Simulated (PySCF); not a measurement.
C3H9ClGe (SMILES [CH3][Ge]([CH3])([CH3])[Cl]), singlet, geometry from GFN2-xTB; DF-WB97X/pcseg-1 (PySCF).

Input for PySCF:
```python
from pyscf import gto, scf, dft

mol = gto.M(
    atom='''
C    -0.772301    1.578218   -1.118544
Ge   -0.047632   -0.062258   -0.249826
C     1.693406   -0.624085   -1.039835
C    -1.375426   -1.547956   -0.224496
Cl    0.340459    0.444999    1.785678
H    -0.993619    1.390409   -2.164365
H    -1.685461    1.896711   -0.624138
H    -0.051603    2.388583   -1.058228
H     2.094302   -1.479271   -0.503482
H     1.568772   -0.898249   -2.082570
H     2.415408    0.185116   -0.979477
H    -1.620393   -1.858346   -1.235260
H    -2.288905   -1.231117    0.270383
H    -0.976153   -2.403631    0.312288
''',
    basis='pcseg-1',
    charge=0,
    spin=0,
    verbose=4,
)

mf = dft.RKS(mol)
mf.xc = 'wb97x'
mf.grids.level = 2
mf = mf.density_fit(auxbasis='def2-universal-jkfit')
mf.kernel()
mf.analyze()
```

What the program printed (banner, timings and long lists left out):

```
PySCF version 2.14.0

[INPUT] verbose = 4
[INPUT] num. atoms = 14
[INPUT] num. electrons = 76
[INPUT] charge = 0
[INPUT] spin (= nelec alpha-beta = 2S) = 0
[INPUT] symmetry False subgroup None
[INPUT] Mole.unit = angstrom
[INPUT] Symbol           X                Y                Z      unit          X                Y                Z       unit  Magmom
[INPUT]  1 C     -0.772301000000   1.578218000000  -1.118544000000 AA   -1.459437375728   2.982399784859  -2.113741818276 Bohr   0.0
[INPUT]  2 Ge    -0.047632000000  -0.062258000000  -0.249826000000 AA   -0.090011434765  -0.117650569063  -0.472102718796 Bohr   0.0
[INPUT]  3 C      1.693406000000  -0.624085000000  -1.039835000000 AA    3.200073557695  -1.179349728449  -1.965003364737 Bohr   0.0
[INPUT]  4 C     -1.375426000000  -1.547956000000  -0.224496000000 AA   -2.599178444606  -2.925212892877  -0.424235956060 Bohr   0.0
[INPUT]  5 Cl     0.340459000000   0.444999000000   1.785678000000 AA    0.643374266643   0.840926235705   3.374442366661 Bohr   0.0
[INPUT]  6 H     -0.993619000000   1.390409000000  -2.164365000000 AA   -1.877667782164   2.627492211130  -4.090057083594 Bohr   0.0
[INPUT]  7 H     -1.685461000000   1.896711000000  -0.624138000000 AA   -3.185059683636   3.584264327450  -1.179449883934 Bohr   0.0
[INPUT]  8 H     -0.051603000000   2.388583000000  -1.058228000000 AA   -0.097515537206   4.513767695792  -1.999761097346 Bohr   0.0
[INPUT]  9 H      2.094302000000  -1.479271000000  -0.503482000000 AA    3.957657202129  -2.795417054011  -0.951443088648 Bohr   0.0
[INPUT] 10 H      1.568772000000  -0.898249000000  -2.082570000000 AA    2.964549431886  -1.697444601664  -3.935486935235 Bohr   0.0
[INPUT] 11 H      2.415408000000   0.185116000000  -0.979477000000 AA    4.564459599083   0.349818541275  -1.850943275311 Bohr   0.0
[INPUT] 12 H     -1.620393000000  -1.858346000000  -1.235260000000 AA   -3.062098984162  -3.511764984681  -2.334303092630 Bohr   0.0
[INPUT] 13 H     -2.288905000000  -1.231117000000   0.270383000000 AA   -4.325403575148  -2.326473957296   0.510949818738 Bohr   0.0
[INPUT] 14 H     -0.976153000000  -2.403631000000   0.312288000000 AA   -1.844661825673  -4.542204294514   0.590138791988 Bohr   0.0

nuclear repulsion = 482.888451064376
number of shells = 33
number of NR pGTOs = 264
number of NR cGTOs = 132
basis = pcseg-1
ecp = {}

******** <class 'pyscf.df.df_jk.DFRKS'> ********
method = DFRKS
initial guess = minao
damping factor = 0
level_shift factor = 0
DIIS = <class 'pyscf.scf.diis.CDIIS'>
diis_start_cycle = 1
diis_space = 8
diis_damp = 0
SCF conv_tol = 1e-09
SCF conv_tol_grad = None
SCF max_cycles = 50
direct_scf = False
XC library pyscf.dft.libxc version 7.1.2
    S. Lehtola, C. Steigemann, M. J. T. Oliveira, and M. A. L. Marques,  SoftwareX 7, 1–5 (2018)
XC functionals = wb97x
    J.-D. Chai and M. Head-Gordon,  J. Chem. Phys. 128, 084106 (2008)
radial grids:
    Treutler-Ahlrichs [JCP 102, 346 (1995); DOI:10.1063/1.469408] (M4) radial grids

becke partition: Becke, JCP 88, 2547 (1988); DOI:10.1063/1.454033
pruning grids: <function nwchem_prune>
grids dens level: 2
symmetrized grids: False
atomic radii adjust function: <function treutler_atomic_radii_adjust>
small_rho_cutoff = 0
Set gradient conv threshold to 3.16228e-05
Initial guess from minao.
tot grids = 106760
******** <class 'pyscf.df.df.DF'> ********
auxbasis = def2-universal-jkfit
Create RSH-DF object <pyscf.df.df.DF object> for omega=0.3
******** <class 'pyscf.df.df.DF'> ********
auxbasis = auxmol.basis = def2-universal-jkfit
init E= -2656.23602307416
  HOMO = -0.326776168008121  LUMO = 0.0271785646792391  gap/eV = 9.63160
cycle= 1 E= -2656.70091119421  delta_E= -0.465  |g|= 0.371  |ddm|= 3.42
  HOMO = -0.364053506322915  LUMO = 0.100690397745851  gap/eV = 12.64633
cycle= 2 E= -2656.72926317594  delta_E= -0.0284  |g|= 0.233  |ddm|= 0.81
  HOMO = -0.386515178885589  LUMO = 0.107564933309562  gap/eV = 13.44460
cycle= 3 E= -2656.74385942382  delta_E= -0.0146  |g|= 0.0205  |ddm|= 0.322
  HOMO = -0.387989712378227  LUMO = 0.109434839277334  gap/eV = 13.53561
cycle= 4 E= -2656.74405882527  delta_E= -0.000199  |g|= 0.00385  |ddm|= 0.0505
  HOMO = -0.386784952619821  LUMO = 0.109780713040603  gap/eV = 13.51224
cycle= 5 E= -2656.74406559142  delta_E= -6.77e-06  |g|= 0.00123  |ddm|= 0.0102
  HOMO = -0.387092311356968  LUMO = 0.109716412288707  gap/eV = 13.51885
cycle= 6 E= -2656.74406635665  delta_E= -7.65e-07  |g|= 0.000248  |ddm|= 0.00318
  HOMO = -0.387077688201322  LUMO = 0.109728233829089  gap/eV = 13.51878
cycle= 7 E= -2656.74406640236  delta_E= -4.57e-08  |g|= 5.92e-05  |ddm|= 0.000995
  HOMO = -0.387075993016714  LUMO = 0.109732670274638  gap/eV = 13.51885
cycle= 8 E= -2656.744066405  delta_E= -2.63e-09  |g|= 1.67e-05  |ddm|= 0.000246
  HOMO = -0.387076986643499  LUMO = 0.109731537997936  gap/eV = 13.51885
cycle= 9 E= -2656.74406640511  delta_E= -1.15e-10  |g|= 5.71e-06  |ddm|= 4.05e-05
  HOMO = -0.387076512360642  LUMO = 0.109732268107558  gap/eV = 13.51886
Extra cycle  E= -2656.74406640511  delta_E= 1.82e-12  |g|= 3.8e-06  |ddm|= 1.25e-05
converged SCF energy = -2656.74406640511
**** SCF Summaries ****
Total Energy =                       -2656.744066405109152
Nuclear Repulsion Energy =             482.888451064375715
One-electron Energy =                -4652.210667588361503
Two-electron Energy =                 1512.578150118876920
Two-electron Coulomb Energy =         1639.583388647982929
DFT Exchange-Correlation Energy =     -127.005238529106038
HOMO-LUMO gap [eV] =                    13.518855503445620
**** MO energy ****
MO #1   energy= -398.454247840487  occ= 2
MO #2   energy= -101.447612598847  occ= 2
MO #3   energy= -49.7515865453864  occ= 2
MO #4   energy= -44.3029819369381  occ= 2
MO #5   energy= -44.3014673162261  occ= 2
MO #6   energy= -44.3014672252464  occ= 2
MO #7   energy= -10.2582885746069  occ= 2
MO #8   energy= -10.2582825857477  occ= 2
MO #9   energy= -10.2582722712106  occ= 2
MO #10  energy= -9.50928729468131  occ= 2
MO #11  energy= -7.27450664893573  occ= 2
MO #12  energy= -7.26775467092112  occ= 2
MO #13  energy= -7.26775245219646  occ= 2
MO #14  energy= -6.32268787202478  occ= 2
MO #15  energy= -4.52182775348699  occ= 2
MO #16  energy= -4.51618228364433  occ= 2
MO #17  energy= -4.51618189420334  occ= 2
MO #18  energy= -1.35515137745938  occ= 2
MO #19  energy= -1.3512118428549   occ= 2
MO #20  energy= -1.35120825529007  occ= 2
MO #21  energy= -1.34715594722011  occ= 2
MO #22  energy= -1.34715349604966  occ= 2
MO #23  energy= -0.933709814250367 occ= 2
MO #24  energy= -0.847784461733825 occ= 2
MO #25  energy= -0.820880598928944 occ= 2
MO #26  energy= -0.820879111510829 occ= 2
MO #27  energy= -0.614711153509423 occ= 2
MO #28  energy= -0.537083378255351 occ= 2
MO #29  energy= -0.529390210861305 occ= 2
MO #30  energy= -0.529386534751627 occ= 2
MO #31  energy= -0.516337057868742 occ= 2
MO #32  energy= -0.516330284662027 occ= 2
MO #33  energy= -0.505728971759249 occ= 2
MO #34  energy= -0.447528437718869 occ= 2
MO #35  energy= -0.439112092705416 occ= 2
MO #36  energy= -0.439109276710384 occ= 2
MO #37  energy= -0.38708142590446  occ= 2
MO #38  energy= -0.387076512360642 occ= 2
MO #39  energy= 0.109732268107558  occ= 0
MO #40  energy= 0.117113885486567  occ= 0
MO #41  energy= 0.151350870484013  occ= 0
MO #42  energy= 0.151355063682231  occ= 0
MO #43  energy= 0.172684131780133  occ= 0
MO #44  energy= 0.178075348361377  occ= 0
MO #45  energy= 0.188963637621831  occ= 0
MO #46  energy= 0.188967164333195  occ= 0
 ** Mulliken pop on meta-lowdin orthogonal AOs  **
 ** Mulliken pop  **
 ** Mulliken atomic charges  **
charge of    0C =     -0.50902
charge of    1Ge =      0.84267
charge of    2C =     -0.50900
charge of    3C =     -0.50902
charge of    4Cl =     -0.35003
charge of    5H =      0.11210
charge of    6H =      0.11635
charge of    7H =      0.11635
charge of    8H =      0.11635
charge of    9H =      0.11208
charge of   10H =      0.11635
charge of   11H =      0.11209
charge of   12H =      0.11636
charge of   13H =      0.11635
Dipole moment(X, Y, Z, Debye): -0.49323, -0.64460, -2.58720
```
